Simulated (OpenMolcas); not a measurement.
**C: the spin-orbit constant, Slater's ratio, thermal populations, worked from levels**

| Property | Result |
| --- | --- |
| Program | OpenMolcas |
| Basis | ANO-RCC [8s8p4d3f2g] |
| Scalar Hamiltonian | DKH2, point nucleus |
| Active space | 4 electrons in 8 orbitals (2s 2p 3s 3p) |
| State averaging | 2S+1 = 3 even, 3 roots; 2S+1 = 1 even, 6 roots; 2S+1 = 5 odd, 1 root; 2S+1 = 3 odd, 8 roots; 2S+1 = 1 odd, 3 roots |
| Spin-orbit coupling | state interaction with AMFI integrals over the reference wave functions, term energies averaged over their components |

Methods: CASSCF; SS-CASPT2, IPEA 0.25 Eh, imaginary shift 0.1 Eh (closed shells correlated: 1s). Measured levels: NIST Handbook of Basic Atomic Spectroscopic Data.

**The spin-orbit constant.** For the Hund term 3P of p2, E(J) = (A/2) J(J+1) + constant and ζ = 2S·A = 2A. From J = 0 to J = 2 the energy changes by 3 A.

| Source | E(2) - E(0) | A | ζ |
| --- | --- | --- | --- |
| CASSCF | 44.1 | 14.7 | 29 |
| SS-CASPT2 | 44.1 | 14.7 | 29 |
| measured | 43.4 | 14.5 | 29 |

All in cm-1. SS-CASPT2 is off by +1.6 % and CASSCF by +1.6 %. Both methods take the spin-orbit matrix elements from the reference wave functions, so the second can move ζ only through the term energies and any multistate remixing. Second-order mixing with other terms is absorbed into this ζ.

**Slater's ratio.** With one set of orbitals, p2 has 1D - 3P = 6 F2 and 1S - 1D = 9 F2 (F2 = F²/25), a ratio of 3/2. Term energies are centres of gravity, weighted by 2J + 1.

```tsv
Source	1D - 3P	1S - 3P	F2 from the first	Ratio
CASSCF	11933	18761	1989	0.572
SS-CASPT2	10079	20522	1680	1.036
measured	10163	21618	1694	1.127
```

Energies in cm-1. A ratio away from 3/2 shows effects beyond one configuration with one set of orbitals, and in heavier atoms second-order spin-orbit shifts. In CASSCF the valence s occupation is 1.87 in 1S against 1.95 in 1D: mixing out of s² acts most on 1S and pulls it down.

**Thermal populations.** Z = Σ (2J + 1) exp(-E/kT) with k = 0.695035 cm-1/K, over the levels below. No other level of either list lies under 60300 cm-1, which is above 7 kT at each temperature.

| Level | 2J + 1 | SS-CASPT2 | measured |
| --- | --- | --- | --- |
| 2s2 2p2 3P0 | 1 | 0.0 | 0.0 |
| 2s2 2p2 3P1 | 3 | 14.8 | 16.4 |
| 2s2 2p2 3P2 | 5 | 44.1 | 43.4 |
| 2s2 2p2 1D2 | 5 | 10110 | 10193 |
| 2s2 2p2 1S0 | 1 | 20550 | 21648 |
| 2s 2p3 5S* 2 | 5 | 32330 | 33735 |

```json
{"T (K)": "5000", "Z, SS-CASPT2": "9.200", "Z, measured levels": "9.192", "Ground level (%), SS-CASPT2": "10.9", "Ground level (%), measured levels": "10.9"}
{"T (K)": "8000", "Z, SS-CASPT2": "9.804", "Z, measured levels": "9.784", "Ground level (%), SS-CASPT2": "10.2", "Ground level (%), measured levels": "10.2"}
{"T (K)": "12000", "Z, SS-CASPT2": "10.645", "Z, measured levels": "10.603", "Ground level (%), SS-CASPT2": "9.4", "Ground level (%), measured levels": "9.4"}
```

At 12000 K, kT = 8340 cm-1, and the computed levels give Z = 1.000 + 2.995 + 4.974 + 1.488 + 0.085 + 0.104 = 10.645.

CASPT2 does not keep the components of a term degenerate, so their means are used; among the terms shown or strongly mixed into the levels shown the widest spread is 45 cm-1 (2s2 2p2 1D, SS-CASPT2). Over all roots computed the reference weight is 0.94 to 0.99 in SS-CASPT2; the roots of lowest weight are the least certain, and an intruder state may touch them. The run also gave levels led by 2s2 2p 3s, which use shells meant for correlation; these and all levels above them are left out. Without dynamic correlation excited terms often stand tens of per cent too high (terms of higher spin than the ground term too low), and those without a measured partner can miss by more than the paired ones (holds for CASSCF). Measured partners are found by configuration, term and J. A level has none where our copy of the source lacks it or the pairing is in doubt (some pairs that miss far off the trend of their configuration count as doubtful), and it then counts in no deviation. Levels of configurations outside the active space are missing.

* marks odd parity.
